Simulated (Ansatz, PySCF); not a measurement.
This PySCF input computes a B3LYP/def2-TZVPD energy:

```python
from pyscf import gto, scf, dft

mol = gto.M(
    atom='''
    Si    1.53741981   -0.15454593    0.27798897
    N    -0.00870706   -0.39510056   -0.45998986
    Si   -1.53322615    0.32839801   -0.07870391
    H     2.58406256    0.04090454   -0.75492498
    H     1.43860133    1.04831448    1.13222697
    H     1.95835252   -1.30523422    1.11726840
    H    -0.03834391   -1.11117236   -1.17438112
    H    -2.45959187   -0.61039038    0.60407042
    H    -2.21243861    0.79528690   -1.31209694
    H    -1.26840381    1.47406585    0.81777540
    ''',
    basis='def2-tzvpd',
    charge=0,
    spin=0,
    verbose=4,
)

mf = dft.RKS(mol, xc='b3lyp').density_fit(auxbasis='def2-universal-jkfit')
mf.grids.level = 3
mf.conv_tol = 1e-9
mf.max_cycle = 100
mf.max_memory = 1500
mf.kernel()
if not mf.converged:
    mf = mf.newton()
    mf.kernel(mf.make_rdm1())
mf.analyze()
```

Question: Write an input for the same energy in Ansatz (a first-principles code) and say what it gives.

Answer: 
Ansatz 0.2 input:
```yaml
crystal:
  periodic: [false, false, false]
  atoms:
    - {symbol: Si, position_ang: [1.53741981, -0.15454593, 0.27798897]}
    - {symbol: N, position_ang: [-0.00870706, -0.39510056, -0.45998986]}
    - {symbol: Si, position_ang: [-1.53322615, 0.32839801, -0.07870391]}
    - {symbol: H, position_ang: [2.58406256, 0.04090454, -0.75492498]}
    - {symbol: H, position_ang: [1.43860133, 1.04831448, 1.13222697]}
    - {symbol: H, position_ang: [1.95835252, -1.30523422, 1.11726840]}
    - {symbol: H, position_ang: [-0.03834391, -1.11117236, -1.17438112]}
    - {symbol: H, position_ang: [-2.45959187, -0.61039038, 0.60407042]}
    - {symbol: H, position_ang: [-2.21243861, 0.79528690, -1.31209694]}
    - {symbol: H, position_ang: [-1.26840381, 1.47406585, 0.81777540]}
basis:
  gaussian:
    orbitals: def2-TZVPD
hamiltonian:
  xc: {name: B3LYP}
output: {forces: true}
```
It gives -638.07534 Eh, and PySCF -638.07543 Eh, a difference of 0.09 mEh, from the treatment of integrals and grids.
